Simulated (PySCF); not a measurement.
## Löwdin shares of the frontier orbitals

Compound: (H2Ga-mu-AsH2)2.
Z-matrix (Å and degrees, PBE0-D3(BJ)/def2-SVP geometry), rows numbered from 1:
```
Ga
H   1  1.5661
H   1  1.5657  2  126.00
As  1  2.5283  2  110.01  3  -135.79
Ga  4  2.5298  1   97.71  2  -108.00
H   5  1.5660  4  110.06  1  -109.10
H   5  1.5661  4  109.88  1   108.10
As  5  2.5281  4   82.28  1    -0.40
H   4  1.5080  1  114.45  2   130.32
H   4  1.5077  1  115.83  2    15.96
H   8  1.5078  1  114.94  2   -13.71
H   8  1.5076  1  115.88  2  -128.40
```

Method used: TDDFT wB97X-D/def2-SVPD, vertical, gas phase, core orbitals frozen in the response (PySCF). The wB97X-D/def2-SVPD calculation is non-relativistic and has no spin–orbit coupling, an omission that weighs most on arsenic and gallium.

Kohn–Sham orbitals with the atoms that hold most of them (Löwdin shares over 4%, at most four atoms; ? is withheld):

| orbital | ε (eV) | atoms |
| --- | --- | --- |
| LUMO+2 | 1.02 | Ga1 23%, Ga5 23%, As4 15%, As8 15% |
| LUMO+1 | 0.88 | Ga1 22%, Ga5 22%, As4 15%, As8 15% |
| LUMO | ? | As8 24%, As4 24%, Ga5 12%, Ga1 12% |
| HOMO | -8.96 | ? |
| HOMO-1 | -9.31 | ? |
| HOMO-2 | -10.31 | Ga5 16%, Ga1 15%, As4 11%, As8 11% |
| HOMO-3 | -10.35 | As8 22%, As4 22%, Ga5 10%, Ga1 10% |

Question: Which atoms hold the HOMO-1, and with what shares?

Answer: As4 (bonded to 2 Ga and 2 H) 29%; As8 (bonded to 2 Ga and 2 H) 29%; Ga1 (bonded to 2 As and 2 H) 14%; Ga5 (bonded to 2 As and 2 H) 14%. By element: arsenic 58%, gallium 29%.

Question: Give the leading atoms of the HOMO.

Answer: As8 (bonded to 2 Ga and 2 H) 20%; As4 (bonded to 2 Ga and 2 H) 20%; Ga1 (bonded to 2 As and 2 H) 16%; Ga5 (bonded to 2 As and 2 H) 16%. By element: arsenic 39%, gallium 32%.

Question: What is the LUMO energy, and the HOMO–LUMO gap?

Answer: ε(LUMO) = 0.77 eV; the gap is 9.73 eV (0.3574 hartree).

Question: The HOMO–LUMO gap is 9.73 eV. Where does the response calculation put the lowest singlet, and from which orbitals?

Answer: S1 is at 5.37 eV (f = 0.0000), 4.36 eV below the gap, made of HOMO→LUMO (95%). 

Question: One configuration dominates each of S1, S2, S3 and S7. Which, and how do the shares of the two leading atoms of either orbital change from the occupied to the empty one?

Answer: 
- S1 (5.37 eV, f 0.0000), HOMO→LUMO (95%): As8 20% → 24%, As4 20% → 24%
- S2 (5.43 eV, f 0.0000), HOMO-1→LUMO (94%): As4 29% → 24%, As8 29% → 24%
- S3 (5.65 eV, f 0.0000), HOMO→LUMO+1 (92%): As8 20% → 15%, As4 20% → 15%, Ga1 16% → 22%, Ga5 16% → 22%
- S7 (6.52 eV, f 0.260), HOMO-1→LUMO+1 (87%): As4 29% → 15%, As8 29% → 15%, Ga1 14% → 22%, Ga5 14% → 22%

Löwdin shares depend on the basis, the more so with diffuse functions.

One conformer stands for the species.
